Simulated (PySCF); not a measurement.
C3H5BO, SMILES OB1C=CC1. Atoms are numbered in the order given.

```xyz
10

O     -0.1535    -1.8991     0.0000
B     -0.0691    -0.5527     0.0000
C     -1.1146     0.5979     0.0000
C     -0.0821     1.4774     0.0000
C      1.1282     0.5395     0.0000
H      0.7103    -2.3315     0.0000
H     -2.1883     0.7975     0.0000
H     -0.0846     2.5772     0.0000
H      1.7736     0.6120    -0.8938
H      1.7736     0.6120     0.8938
```
Charge 0, spin multiplicity 1.

Geometry optimised at B3LYP-D3(BJ)/def2-SVP. This is a generated structure with no PubChem entry under its InChIKey; it may be hypothetical. One conformer was computed; it need not be the lowest.

Two levels are set side by side: PBE/pcSseg-1 (PySCF) and PBE0/pcSseg-1 (PySCF). GIAO shifts against BF3 (¹¹B), H2O (¹⁷O), TMS (¹H), TMS (¹³C) at the same level; non-relativistic, no solvent, atoms listed together averaged. Differences are taken from unrounded values.

```
quantity                 PBE0    PBE  PBE minus PBE0
----------------------  -----  -----  --------------
δ(¹⁷O) of O1 (ppm)      165.2  179.9            14.7
δ(¹¹B) of B2 (ppm)       32.1   31.7            -0.5
δ(¹³C) of C3 (ppm)      151.7  149.2            -2.5
δ(¹³C) of C4 (ppm)      179.9  177.7            -2.2
δ(¹³C) of C5 (ppm)       28.6   30.2             1.6
δ(¹H) of H6 (ppm)        5.21   5.33            0.13
δ(¹H) of H7 (ppm)        6.66   6.57           -0.09
δ(¹H) of H8 (ppm)        8.66   8.68            0.02
δ(¹H) of H9, H10 (ppm)   1.89   1.93            0.04
```

Rough cost on one machine, each run with all the roots and properties that it gave: PBE0 against PBE within a factor of 2.
